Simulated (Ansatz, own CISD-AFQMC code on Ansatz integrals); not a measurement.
CH6B2, SMILES `BBC` (charge 0, multiplicity 1).

Z-matrix (Å, degrees):
```
B
H 1 1.2096
C 1 1.5641 2 115.89
H 3 1.0903 1 116.36 2 178.67
H 3 1.0967 4 108.80 1 124.11
H 3 1.0976 4 108.51 5 113.26
B 1 1.6383 2 115.98 3 -179.70
H 7 1.2012 1 122.27 2 88.89
H 7 1.2012 8 115.54 1 177.86
```
Charge 0, multiplicity 1.

Frozen-core energies in cc-pVDZ from Ansatz (a program for electronic structure) at a geometry from PBE0-D3(BJ)/def2-TZVP; the HF reference has <S^2> = 0.00 and the T1 diagnostic is 0.011.

```json
[
 {"level": "HF", "energy (Ha)": "-90.68874", "difference from CCSDT(Q) (mHa)": "370.07"},
 {"level": "MP2", "energy (Ha)": "-90.99731", "difference from CCSDT(Q) (mHa)": "61.51"},
 {"level": "CCSD", "energy (Ha)": "-91.04824", "difference from CCSDT(Q) (mHa)": "10.57"},
 {"level": "CCSD(T)", "energy (Ha)": "-91.05730", "difference from CCSDT(Q) (mHa)": "1.52"},
 {"level": "CCSDT", "energy (Ha)": "-91.05841", "difference from CCSDT(Q) (mHa)": "0.41"},
 {"level": "phaseless AFQMC, CISD trial (own CISD-AFQMC code on Ansatz integrals; ±0.27 mHa)", "energy (Ha)": "-91.05875", "difference from CCSDT(Q) (mHa)": "0.07"},
 {"level": "CCSDT(Q)", "energy (Ha)": "-91.05882", "difference from CCSDT(Q) (mHa)": "0.00"}
]
```
